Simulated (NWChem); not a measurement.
Correlation energy of Sb (+1)

```xyz
1

Sb     0.0000     0.0000     0.0000
```
Charge +1, spin multiplicity 3.

Program: NWChem.

Basis set: def2-SVP. Each correlation energy counts from its own Hartree-Fock reference.

Effective core potentials replace the inner electrons of Sb; spin-orbit coupling is left out. The correlated methods keep 4 core orbitals frozen. The stability of the SCF solutions was not checked. Open-shell Hartree-Fock references start from PBE0 orbitals. Coupled-cluster values serve here as a point of comparison, not as the truth.

Problem. For the correlation energy, UMP2 gives -52.9 mHa and SCS-UMP2 gives -52.9 mHa. What do CCSD on UHF, CCSD[T] on UHF, CCSD(T) on UHF give?

Solution. CCSD on UHF: -67.7 mHa; CCSD[T] on UHF: -68.8 mHa; CCSD(T) on UHF: -68.8 mHa.
